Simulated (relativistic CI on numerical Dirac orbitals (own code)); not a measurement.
Slater and spin-orbit integrals, Br28+

These numbers are calculated, not measured: Dirac-Coulomb-Breit CI, orbitals from a KLI potential per configuration, model QED (radiative potential, 1s self-energy scaled to tabulated hydrogen-like ionisation energies), unscaled Slater integrals (own radial code, finite nucleus).

Slater integrals F^k, G^k are unscaled and averaged over j, outside the closed core 1s2; ζ comes from projecting the Hamiltonian with its Breit term on Σ l·s of the shell.

- 2s²2p³: F^2(2p,2p) = 614240, ζ(2p) = 278020 cm⁻¹; <r>(2p) = 0.1552, <r^2>(2p) = 0.02916 (bohr units).
- 2s2p⁴: F^2(2p,2p) = 612760, G^1(2s,2p) = 656430, ζ(2p) = 276080 cm⁻¹; <r>(2s) = 0.1802, <r^2>(2s) = 0.0381, <r>(2p) = 0.1555, <r^2>(2p) = 0.02929 (bohr units).
- 2p⁵: ζ(2p) = 274190 cm⁻¹; <r>(2p) = 0.156, <r^2>(2p) = 0.02948 (bohr units).

Averages of the first 10 configurations, taken without configuration mixing, which lowers the lowest level and can move excited configurations by several eV; other configurations of the list can lie among them:

```tsv
Configuration	Parity	States	Average energy above the lowest level (eV)
2s²2p³	odd	20	55.8
2s2p⁴	even	30	224.4
2p⁵	odd	6	419.4
2p⁴3s	even	30	2167.0
2p⁴3p	odd	90	2213.9
2p⁴3d	even	150	2264.2
2s²2p²3s	even	30	1838.3
2s²2p²3p	odd	90	1889.1
2s²2p²3d	even	150	1939.9
2s2p³3s	odd	80	1989.3
```
